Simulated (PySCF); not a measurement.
# Structure from 2D NMR

Compound of formula C3H8O3Si2. Correlations simulated from computed shifts and the bond graph:

HSQC (one-bond C–H):
```tsv
δH	δC
12.54	258.7
1.37	10.7
1.34	10.7
0.87	14.6
```

COSY cross peaks (H two or three bonds apart, from the bond graph; peaks can be absent where the dihedral angle is near 90°):
```tsv
δH	δH
12.54	3.53
5.01	0.87
3.53	1.37
3.53	1.34
3.53	0.87
1.37	1.34
1.37	0.87
1.34	0.87
```

HMBC (two and three bonds, from the bond graph):
```tsv
δH	δC
12.54	14.6, 10.7
5.01	14.6, 10.7
3.53	258.7, 14.6, 10.7
1.37	258.7, 14.6
1.34	258.7, 14.6
0.87	258.7, 10.7
```

Isolated molecule, no relativistic terms, one computed conformer. Shieldings: GIAO PBE0/pcSseg-1; coordinates at the GFN2-xTB level; PySCF 2.14.

Referencing at the same level of theory: TMS for ¹H (31.72 ppm), ¹³C (186.93 ppm).

Exchangeable hydrogens are left out of these lists.

Question: Work out the connectivity.

Answer: `O=C[Si@@H]1C[C@@H]1[SiH](O)O`.

Numbering as in the mapped SMILES `[O:1]=[CH:2][Si@@H:3]1[CH2:4][C@@H:5]1[SiH:6]([OH:7])[OH:8]` (H(Xn): hydrogen on atom n). Ha(C4) is cis to C2 on the ring; Hb(C4) is trans to C2 on the ring.

- δC 258.7 is C2, a carbonyl carbon (δH 12.54).
- δC 14.6 is C5, a three-membered-ring carbon (δH 0.87).
- δC 10.7 is C4, a three-membered-ring carbon (δH 1.34, 1.37).
- COSY links 12.54–3.53, 5.01–0.87, 3.53–1.37, 3.53–1.34, 3.53–0.87, 1.37–1.34.

The shifts were computed for this structure.

Exchangeable OH/NH protons stand at their gas-phase positions; hydrogen bonding in a real sample shifts them, mostly to higher δ. Shifts are as computed. Against solution values, carbons near 30 ppm lie about +3 ppm off and those near 130 ppm about +5 ppm. Of 1309 compounds with measured shifts, 239 miss one by over three times the rms of a fit or turn the order of signals round; such compounds aren't used in these exercises.
